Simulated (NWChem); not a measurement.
System: SeIF; SMILES F[Se]I

NWChem input:

```
start job
memory heap 200 mb stack 900 mb global 1100 mb
geometry units angstroms noautoz
  Se    -0.381545     1.299769     0.000000
  F      1.290960     1.935855     0.000000
  I      0.025968    -1.198765     0.000000
end
basis spherical
  * library def2-svp
end
ecp
  I library def2-ecp
end
dft
  xc slater vwn_5
  iterations 150
  mulliken
end
task dft energy
```

Geometry: optimised at PBE-D3(BJ)/def2-SVP. def2 effective core potentials on I; no spin-orbit coupling.

Problem. What results follow from this input? (LDA (Slater exchange, VWN5)/def2-SVP with def2 effective core potentials on I.) Quantities: energy (Ha); highest occupied level (eV); orbital gap (eV); dipole (D).

Solution. The energy (Ha) is -2794.27 and the highest occupied level (eV) is -5.64. The orbital gap (eV) is 1.61 and the dipole (D) is 1.54.
